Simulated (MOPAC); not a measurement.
MOPAC input (PM3):

```
PM3 1SCF CHARGE=-1 GEO-OK AUX(PRECISION=9) THREADS=1
C2H9OSi2

C     1.93008300 1    1.09352600 1   -0.25162800 1
Si    1.51375800 1   -0.48076900 1    0.38589800 1
O    -0.12092000 1   -1.03761300 1    0.26058800 1
Si   -1.34764900 1   -0.30181600 1   -0.50019000 1
C    -1.88098100 1    1.33441100 1    0.25710600 1
H     1.80568800 1    2.00708000 1    0.32334200 1
H     2.20628600 1    1.24578000 1   -1.29085600 1
H     1.70535600 1   -0.62717000 1    1.86874000 1
H     2.22719000 1   -1.62390500 1   -0.27733500 1
H    -1.12373600 1   -0.08142200 1   -1.95862100 1
H    -2.52864700 1   -1.22277800 1   -0.42080700 1
H    -1.07464800 1    2.05918700 1    0.13751700 1
H    -2.08213100 1    1.21836700 1    1.32530600 1
H    -2.78814300 1    1.71432900 1   -0.22478000 1
```

Output:

```
 *******************************************************************************
 **                                                                           **
 **                              MOPAC v23.2.5                                **
 **                                                                           **
 *******************************************************************************
 ** MOPAC's Digital Object Identifier: https://doi.org/10.5281/zenodo.6511958 **
 **                                                                           **
 ** Please cite the open-source release paper for use of this MOPAC version:  **
 ** J. E. Moussa and J. J. P. Stewart (2026)                                  **
 ** MOPAC: An open-source semiempirical molecular orbital program             **
 ** J. Open Source Softw., 11(119), 8025, https://doi.org/10.21105/joss.08025 **
 *******************************************************************************

                              PM3 CALCULATION RESULTS

 *******************************************************************************
 *  PM3        - The PM3 Hamiltonian to be used
 *  GEO-OK     - OVERRIDE INTERATOMIC DISTANCE AND OTHER SAFETY CHECKS
 *
 *
 *
 *                 CHARGE ON SYSTEM = -1
 *
 *
 *
 *  1SCF       - DO 1 SCF AND THEN STOP
 *  AUX        - OUTPUT AUXILIARY INFORMATION
 *******************************************************************************
PM3 1SCF CHARGE=-1 GEO-OK AUX(PRECISION=9) THREADS=1
 C2H9OSi2

   ATOM   CHEMICAL          X               Y               Z
  NUMBER   SYMBOL      (ANGSTROMS)     (ANGSTROMS)     (ANGSTROMS)

     1       C          1.93008300  *   1.09352600  *  -0.25162800  *
     2      Si          1.51375800  *  -0.48076900  *   0.38589800  *
     3       O         -0.12092000  *  -1.03761300  *   0.26058800  *
     4      Si         -1.34764900  *  -0.30181600  *  -0.50019000  *
     5       C         -1.88098100  *   1.33441100  *   0.25710600  *
     6       H          1.80568800  *   2.00708000  *   0.32334200  *
     7       H          2.20628600  *   1.24578000  *  -1.29085600  *
     8       H          1.70535600  *  -0.62717000  *   1.86874000  *
     9       H          2.22719000  *  -1.62390500  *  -0.27733500  *
    10       H         -1.12373600  *  -0.08142200  *  -1.95862100  *
    11       H         -2.52864700  *  -1.22277800  *  -0.42080700  *
    12       H         -1.07464800  *   2.05918700  *   0.13751700  *
    13       H         -2.08213100  *   1.21836700  *   1.32530600  *
    14       H         -2.78814300  *   1.71432900  *  -0.22478000  *

          CARTESIAN COORDINATES

    NO.       ATOM           X           Y           Z

     1         C          1.9301      1.0935     -0.2516
     2        Si          1.5138     -0.4808      0.3859
     3         O         -0.1209     -1.0376      0.2606
     4        Si         -1.3476     -0.3018     -0.5002
     5         C         -1.8810      1.3344      0.2571
     6         H          1.8057      2.0071      0.3233
     7         H          2.2063      1.2458     -1.2909
     8         H          1.7054     -0.6272      1.8687
     9         H          2.2272     -1.6239     -0.2773
    10         H         -1.1237     -0.0814     -1.9586
    11         H         -2.5286     -1.2228     -0.4208
    12         H         -1.0746      2.0592      0.1375
    13         H         -2.0821      1.2184      1.3253
    14         H         -2.7881      1.7143     -0.2248

  H: (PM3): J. J. P. STEWART, J. COMP. CHEM. 10, 209 (1989).
  C: (PM3): J. J. P. STEWART, J. COMP. CHEM. 10, 209 (1989).
  O: (PM3): J. J. P. STEWART, J. COMP. CHEM. 10, 209 (1989).
 Si: (PM3): J. J. P. STEWART, J. COMP. CHEM. 10, 209 (1989).

           Empirical Formula: C2 H9 O Si2  =    14 atoms

      MOLECULAR POINT GROUP   :   C1

      RHF CALCULATION, NO. OF DOUBLY OCCUPIED LEVELS = 16

 -------------------------------------------------------------------------------
 PM3 1SCF CHARGE=-1 GEO-OK AUX(PRECISION=9) THREADS=1
 C2H9OSi2

     1SCF WAS SPECIFIED, SO BFGS WAS NOT USED
     SCF FIELD WAS ACHIEVED

                              PM3 CALCULATION
                                                       MOPAC v23.2.5 Linux

          FINAL HEAT OF FORMATION =        -78.09085 KCAL/MOL =    -326.73211 KJ/MOL

          COSMO AREA              =        152.74 SQUARE ANGSTROMS
          COSMO VOLUME            =        153.21 CUBIC ANGSTROMS

          IONIZATION POTENTIAL    =          1.127930 EV
          HOMO LUMO ENERGIES (EV) =         -1.128  4.932
          NO. OF FILLED LEVELS    =         16
          MOLECULAR WEIGHT        =        105.2635         POINT GROUP:  C1

          MOLECULAR DIMENSIONS (Angstroms)

            Atom       Atom       Distance
            H    14    H     9     6.02496
            H    11    H     6     5.14675
            H    10    H     8     3.64380

          SCF CALCULATIONS        =          1

   ATOM   CHEMICAL          X               Y               Z
  NUMBER   SYMBOL      (ANGSTROMS)     (ANGSTROMS)     (ANGSTROMS)

     1       C          1.93008300  *   1.09352600  *  -0.25162800  *
     2      Si          1.51375800  *  -0.48076900  *   0.38589800  *
     3       O         -0.12092000  *  -1.03761300  *   0.26058800  *
     4      Si         -1.34764900  *  -0.30181600  *  -0.50019000  *
     5       C         -1.88098100  *   1.33441100  *   0.25710600  *
     6       H          1.80568800  *   2.00708000  *   0.32334200  *
     7       H          2.20628600  *   1.24578000  *  -1.29085600  *
     8       H          1.70535600  *  -0.62717000  *   1.86874000  *
     9       H          2.22719000  *  -1.62390500  *  -0.27733500  *
    10       H         -1.12373600  *  -0.08142200  *  -1.95862100  *
    11       H         -2.52864700  *  -1.22277800  *  -0.42080700  *
    12       H         -1.07464800  *   2.05918700  *   0.13751700  *
    13       H         -2.08213100  *   1.21836700  *   1.32530600  *
    14       H         -2.78814300  *   1.71432900  *  -0.22478000  *

                             CARTESIAN COORDINATES

   1    C        1.930083000     1.093526000    -0.251628000
   2   Si        1.513758000    -0.480769000     0.385898000
   3    O       -0.120920000    -1.037613000     0.260588000
   4   Si       -1.347649000    -0.301816000    -0.500190000
   5    C       -1.880981000     1.334411000     0.257106000
   6    H        1.805688000     2.007080000     0.323342000
   7    H        2.206286000     1.245780000    -1.290856000
   8    H        1.705356000    -0.627170000     1.868740000
   9    H        2.227190000    -1.623905000    -0.277335000
  10    H       -1.123736000    -0.081422000    -1.958621000
  11    H       -2.528647000    -1.222778000    -0.420807000
  12    H       -1.074648000     2.059187000     0.137517000
  13    H       -2.082131000     1.218367000     1.325306000
  14    H       -2.788143000     1.714329000    -0.224780000

           Empirical Formula: C2 H9 O Si2  =    14 atoms

      MOLECULAR POINT GROUP   :   C1

                  EIGENVALUES
 -29.34082 -25.04228 -19.97487 -12.20636 -10.86604 -10.37331  -9.62848  -9.20370
  -8.47320  -7.71382  -7.59768  -6.08784  -5.93384  -5.15709  -4.52284  -1.12793
   4.93150   5.66322   6.12509   6.33254   6.52636   7.18012   7.46168   8.09515
   8.20499   8.53115   8.78527  11.18650  11.54085

              NET ATOMIC CHARGES AND DIPOLE CONTRIBUTIONS

  ATOM NO.   TYPE          CHARGE      No. of ELECS.   s-Pop       p-Pop
    1          C          -0.837279        4.8373     1.20597     3.63131
    2         Si           0.385073        3.6149     0.97718     2.63775
    3          O          -0.536306        6.5363     1.77327     4.76304
    4         Si           0.531538        3.4685     0.96950     2.49896
    5          C          -0.274030        4.2740     1.15927     3.11476
    6          H           0.068517        0.9315     0.93148
    7          H           0.070203        0.9298     0.92980
    8          H          -0.121982        1.1220     1.12198
    9          H          -0.125256        1.1253     1.12526
   10          H          -0.132518        1.1325     1.13252
   11          H          -0.155322        1.1553     1.15532
   12          H           0.072634        0.9274     0.92737
   13          H           0.036653        0.9633     0.96335
   14          H           0.018075        0.9819     0.98192
 DIPOLE           X         Y         Z       TOTAL
 POINT-CHG.    -4.923    -0.884     0.027     5.002
 HYBRID        -0.383     0.265     0.017     0.466
 SUM           -5.306    -0.620     0.044     5.343

          ATOMIC ORBITAL ELECTRON POPULATIONS

     Atom    s        px        py        pz
    1  C   1.20597   1.61123   0.96864   1.05145
    2 Si   0.97718   0.82389   0.90149   0.91237
    3  O   1.77327   1.30515   1.69729   1.76061
    4 Si   0.96950   0.80627   0.82542   0.86726
    5  C   1.15927   1.00913   1.08978   1.01585
    6  H   0.93148
    7  H   0.92980
    8  H   1.12198
    9  H   1.12526
   10  H   1.13252
   11  H   1.15532
   12  H   0.92737
   13  H   0.96335
   14  H   0.98192

 **********************
 *                    *
 * JOB ENDED NORMALLY *
 *                    *
 **********************

 == MOPAC DONE ==
```

The dipole moment of an ion depends on the origin.

The geometry given is a B3LYP-D3(BJ)/def2-TZVP minimum.
